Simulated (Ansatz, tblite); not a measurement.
Forces on Sn(OMe)2 (C2H6O2Sn) at its PBE0-D4/def2-SVP geometry. Total charge 0; singlet.

In the def2 sets Sn takes a core potential; there is no spin–orbit coupling. The xTB rows come from tblite.

GFN1-xTB (tblite), largest force 0.83 eV/Å:

```xyz
11
positions Å, forces eV/Å
C     0.101   -0.432    1.718    0.339   -0.508    0.555
C     0.217    0.003   -1.761    0.327   -0.394   -0.649
O    -0.650    0.735    1.641    0.059   -0.080   -0.657
O    -0.663    1.036   -1.462    0.121   -0.167    0.631
Sn   -1.399    1.885    0.190   -0.266    0.360    0.036
H     1.188   -0.232    1.642   -0.258    0.081   -0.008
H    -0.149   -1.171    0.933   -0.052    0.271    0.134
H    -0.068   -0.923    2.694    0.017    0.041   -0.107
H    -0.290   -0.982   -1.777    0.006    0.272    0.045
H     1.062   -0.077   -1.052   -0.255    0.144   -0.096
H     0.650    0.158   -2.767   -0.038   -0.021    0.116
```

GFN2-xTB (tblite), largest force 1.09 eV/Å:

```
C 0.612 -0.863 0.246
C 0.615 -0.795 -0.417
O 0.086 -0.158 0.193
O 0.105 -0.103 -0.220
Sn -0.539 0.727 0.072
H -0.377 0.061 0.016
H -0.021 0.321 0.202
H -0.040 0.221 -0.220
H 0.058 0.384 0.033
H -0.318 0.138 -0.161
H -0.182 0.068 0.255
```

PBE-D4/def2-TZVP (Ansatz), largest force 0.81 eV/Å:

```
C 0.433 -0.683 0.005
C 0.519 -0.606 -0.137
O -0.353 0.558 0.160
O -0.441 0.511 -0.055
Sn -0.014 0.020 0.003
H -0.034 0.030 -0.001
H -0.011 0.043 0.006
H -0.021 0.031 -0.005
H -0.014 0.048 0.008
H -0.039 0.022 -0.003
H -0.025 0.027 0.018
```
